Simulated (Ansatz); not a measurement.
Calculated with Ansatz (gas phase, PBE0-D4/def2-TZVP geometries, no zero-point term in ΔE). CCSD(T)/CBS is the MP2 limit (def2-TZVPP, def2-QZVPP) plus CCSD(T) − MP2 in def2-TZVPP, frozen cores. This one scheme is used for every species. DFT in def2-TZVPP. No spin–orbit coupling; open shells (•) take unrestricted orbitals. Each species was taken in one conformer, which may not be the lowest.

Reaction (hydrogen abstraction from the Si–H bond): `O[SiH](O)[SiH3]` + `[OH]`• → `O[Si](O)[SiH3]`• + H₂O

(1) Is it downhill or uphill in electronic energy at CCSD(T)/CBS, and by how much? (Best estimate.)

(2) What do these levels give: PBE-D4, revPBE-D4, PBE-QIDH, r2SCAN, HF/def2-SVP, HF/def2-QZVPP? (An estimate is asked.)

Largest T1 diagnostic among the species: 0.016.

## Answers

(1) Ansatz gave: Downhill: ΔE = -124.3 kJ/mol.

(2) The calculation gave: PBE-D4 -146.5, revPBE-D4 -136.4, PBE-QIDH -119.5, r2SCAN -125.7, HF/def2-SVP -31.2, HF/def2-QZVPP -43.5 kJ/mol.

From PBE to PBE0 (25 % exact exchange), in def2-TZVPP and without D4, ΔE moves by +20.6 kJ/mol. In def2-TZVPP, CCSD(T) changes the Hartree–Fock value by −72.6 kJ/mol (the triples alone add −7.3 kJ/mol) and MP2 by −95.5 kJ/mol.
